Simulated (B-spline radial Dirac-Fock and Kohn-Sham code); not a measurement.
## Core and valence levels of Lu⁷⁰⁺

System: Lu⁷⁰⁺ in the configuration 1s1; nuclear rms radius 5.37 fm (A = 175).

Input of the calculation (task.json; shells as n, l, electrons):

```json
{"items": [{
  "Z": 71,
  "q": 70,
  "cfg": [[1, 0, 1]],
  "A": 175,
  "rrms": 5.37,
  "do": ["binding"]
}]}
```

Command: `python xray_run.py task.json out`

The computed values come from a radial atomic solver: multi-electron Dirac-Fock with separately optimised hole states, Breit and Lamb-shift corrections added in first order. No correlation. Energies are counted from the vacuum level.

All terms are in eV, carry their sign (relaxation lowers the binding energy) and add up to the binding energy; ⟨r⟩ is the mean radius of the orbital in the initial state.

```csv
subshell,−ε (Koopmans),relaxation,Breit,QED,binding energy,⟨r⟩ (bohr)
K (1s),73913.1,0.00,0.00,-108.90,73804.2,0.019
```

For the deepest level, K (1s), the Breit terms make up 0.000 % of the binding energy, QED -0.148 % and orbital relaxation 0.000 %.

Going to the tabulated ground configuration of the next ion removes an electron from K (1s), computed at 73804.2 eV. NIST lists 73804.35 ± 0.24 eV as the ionisation energy of this species (theoretical), +0.19 eV from the computed value, within the stated uncertainty.
